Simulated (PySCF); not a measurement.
## TlSb⁻: one state, many levels of theory

State: ²Π (doublet), unpaired electrons π ↑. Set-up: Tl aug-cc-pVDZ-PP with ECP60, Sb aug-cc-pVDZ-PP with ECP28; scalar-relativistic core potentials (PySCF 2.14). De refers to Tl + Sb⁻ in their high-spin ground configurations, without counterpoise correction. The functionals are run spin-unrestricted. A positive dipole points towards Sb; it is taken about the centre of mass and depends on that origin.

```csv
Level,Re (Å),ωe (cm⁻¹),De (eV),μ (D)
ROHF-MP2,2.829,155,n/a,n/a
ROHF-SCS-MP2,2.844,152,n/a,n/a
ROHF-CCSD,2.849,150,n/a,n/a
ROHF-CCSD(T),2.867,144,n/a,n/a
PBE,2.861,144,2.42,-4.13
revPBE,2.883,140,n/a,-4.26
r²SCAN,2.831,150,n/a,-4.23
PBE0,2.821,153,n/a,-4.36
MN15,2.801,155,2.31,-4.17
M06-2X,2.839,150,n/a,-5.05
ωB97X,2.791,163,2.39,-4.59
```

What does a quarter of exact exchange do here, going from PBE to PBE0?

PBE0 less PBE: -4.0 pm in Re, +6.2 % in ωe. Exact exchange removes part of the self-interaction that spreads semilocal densities, and in most molecules shortens and stiffens the bond and lowers De; so it does here.

What does the step from GGA to meta-GGA do here, going from PBE to r²SCAN?

r²SCAN less PBE: -3.0 pm in Re, +4.2 % in ωe. 

What does the triples do here, going from ROHF-CCSD to ROHF-CCSD(T)?

ROHF-CCSD(T) less ROHF-CCSD: +1.8 pm in Re, -4.0 % in ωe. Correlation nearly always deepens the well. The bond lengthens, as in strong covalent bonds, where excitations into antibonding orbitals dominate.

Correlated steps freeze 8 core orbitals. These are scalar-relativistic numbers at best; spin–orbit coupling would shift them, the dissociation energy most. For an ion De counts to the pair picked by the measured ionisation energies or electron affinities, which need not be the lowest pair at this level. The highest Kohn–Sham level is positive in this anion. Much of that is self-interaction error, but it also means that the finite basis helps to hold the extra electron. The state is the lowest determinant that a PBE0 search found; another state may lie lower at other levels.

The whole job (state search and all levels along the bond) took about 16 min on 1 thread of Arm Neoverse N1 (shared host), peak memory 0.94 GiB.
